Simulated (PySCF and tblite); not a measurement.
The numbers below are computed, except where a source is named.
C₇H₇FO, numbered as in [CH3:1][O:2][c:3]1[cH:4][cH:5][cH:6][cH:7][c:8]1[F:9].

Free energies: PBE0-D3(BJ)/pcSseg-1 on GFN2-xTB structures plus GFN2-xTB thermal terms, symmetry and mirror images included. Conformers within 3 kcal/mol (GFN2-xTB free energy) were kept, 10 at most. GIAO shieldings: PBE0/pcSseg-1. Shifts are against TMS (¹H), TMS (¹³C), CFCl3 (¹⁹F) at the same level. Run with PySCF (density fitting) and tblite.

Torsions listed: C1–O2–C3–C4.

```
conformer  shape  symmetry  E(GFN2) kcal/mol  E(DFT) kcal/mol
        1     0°        Cs              0.00             0.00
        2   180°        Cs              0.11             1.56
```

(1) How much do the weights at 298.15 K and the averaged shift of C4 depend on how the conformers are weighted?

Answers

(1) 
```tsv
weighting	1 (%)	2 (%)	δ (ppm)	rms dipole (D)
DFT energy with thermal terms, symmetry and mirror images (full scheme)	94	6	115.7	2.54
DFT energy with symmetry and mirror images	93	7	115.8	2.53
bare DFT energy	93	7	115.8	2.53
GFN2-xTB energy with symmetry and mirror images	55	45	120.5	1.94
GFN2-xTB free energy	59	41	120.0	2.01
leading conformer alone	100	0	115.0	2.62
equal weights	50	50	121.1	1.85
full scheme, search stopped after three starts	100	0	115.0	2.62
```

The largest departure from the full scheme, 5.4 ppm, comes with: equal weights.


Conformer gaps in pcSseg-1 on xTB geometries can be 2 kcal/mol off for S=O, P=O and other polar bonds.